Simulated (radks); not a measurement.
Results of a calculation; reference values are marked as such.
All-electron atom: Co+ in [Ar] 3d(up 3.5, down 3.5) 4s(up 0.5, down 0.5) (fractional occupations, a model configuration). Code: a radial shooting solver on a logarithmic mesh with Libxc functionals. Model: scalar-relativistic Kohn-Sham, r2SCAN, spin-polarised, spherical densities, finite nucleus; meta-GGA in the generalised Kohn-Sham scheme; Fermi nuclear charge, rms radius 3.7875 fm. Some entries of the table are withheld. Estimate them.

orbital,occ.,eigenvalue (hartree),<1/r> (bohr^-1)
1s,2,-280.3080,27.03
2s,2,(1),(2)
2p,6,(3),(4)
3s,2,-4.21924,1.830
3p,6,-2.81613,1.683
3d,7,-0.62786,1.296
4s,1,-0.46526,0.4906

Answer. 
(1) 2s eigenvalue (hartree): -33.71543
(2) 2s <1/r> (bohr^-1): 5.832
(3) 2p eigenvalue (hartree): -28.86370
(4) 2p <1/r> (bohr^-1): 5.707
